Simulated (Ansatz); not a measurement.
Consider the formal exchange of groups at the In–F bond: `[CH3][In]([F])[SH]` + `O[SiH3]` → `[CH3][In]([SH])[SiH2]O` + H–F.

Isolated molecules relaxed with PBE0-D4/def2-TZVP in Ansatz; ΔE leaves out vibrations. CBS: MP2 limit from def2 TZ/QZ plus the TZ coupled-cluster correction, frozen cores. This one scheme is used for every species. def2 core potentials past Kr. For In outer-core shells are correlated without core-valence functions, which leaves a few kJ/mol of doubt a bond. One conformer a species, not always the lowest.

```
                 species  SCS-MP2/def2-TZVPP energy (Eh)
    `[CH3][In]([F])[SH]`                      -727.38069
               `O[SiH3]`                      -366.59311
`[CH3][In]([SH])[SiH2]O`                      -993.62227
                     H–F                      -100.33020
```

(1) Work out ΔE.

Largest T1 diagnostic among the species: 0.014.

Answers

(1) ΔE = (-993.62227) + (-100.33020) − (-727.38069) − (-366.59311) = 0.02133 Eh = +56.0 kJ/mol. CCSD(T)/CBS gives +49.0 kJ/mol.

In def2-TZVPP, CCSD(T) changes the Hartree–Fock value by −29.1 kJ/mol (the triples alone add −2.2 kJ/mol) and MP2 by −30.8 kJ/mol. The D4 term adds −10.2 kJ/mol with B3LYP and −6.0 kJ/mol with PBE0; it sums over pairs of atoms, weighted by their polarisabilities, and B3LYP, whose exchange is more repulsive, gets the larger term.

B3LYP here is the variant with VWN-RPA as its local correlation; programs differ in this.
